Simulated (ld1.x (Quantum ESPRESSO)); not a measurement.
# Configuration tests for Re (Z = 75) (TM)

| Property | Result |
| --- | --- |
| Element | Re |
| Generator | ld1.x (Quantum ESPRESSO) 7.5 |
| Type | norm-conserving Troullier–Martins (Kleinman–Bylander form) |
| Functional | PBEsol |
| Relativity | scalar-relativistic |
| Frozen core | [Xe] 4f14 |
| Valence charge | 7 |
| Reference configuration | 5d5 6s0 6p0 (charge +2) |
| Partial waves | 6s (bound, empty): rc 2.10 bohr; 6p (bound, empty): rc 3.00 bohr; 5d (bound): rc 2.50 bohr |
| Local potential | all-electron potential smoothed inside 2.15 bohr (lloc = -1) |
| Core correction | Bessel-smoothed model core inside 1.35 bohr |

Energies are relative to the spin-unpolarised reference configuration 5d5 6s0 6p0; without spin polarisation the order of configurations can differ from experiment. Not all tests gave a result: 1 of 7 tests not solved or not reliable. Left out of the table: 5d5 6s1 6p1 (solver errors, printed error -287 eV).

| valence configuration | charge | ΔE all-electron (eV) | error AE − PS (meV) |
| --- | --- | --- | --- |
| 5d5 6s2 6p0 | 0 | -25.636 | -35 |
| 5d5 6s1 6p0 | +1 | -16.344 | -7.6 |
| 5d4 6s0 6p0 | +3 | 27.157 | -103 |
| 5d5 6s1.5 6p0 | +0.5 | -21.834 | -20 |

Question: What are ΔE and the potential's error for 5d4 6s2 6p1?

Answer: ΔE = -20.532 eV all-electron; the error (AE − PS) is -130 meV.

Question: What are ΔE and the potential's error for 5d3 6s0 6p0?

Answer: ΔE = 66.541 eV all-electron; the error (AE − PS) is -526 meV.

Levels in the configuration 5d4 6s0 6p0:

```json
{"level": "5d", "all-electron (eV)": "-33.088", "pseudo (eV)": "-33.314"}
```

Note: ghost states, extra bound levels that the all-electron valence spectrum of the same l lacks: s at -34.4 eV, p at -3.2 eV. A true bound ghost makes a file unfit for plane-wave use.
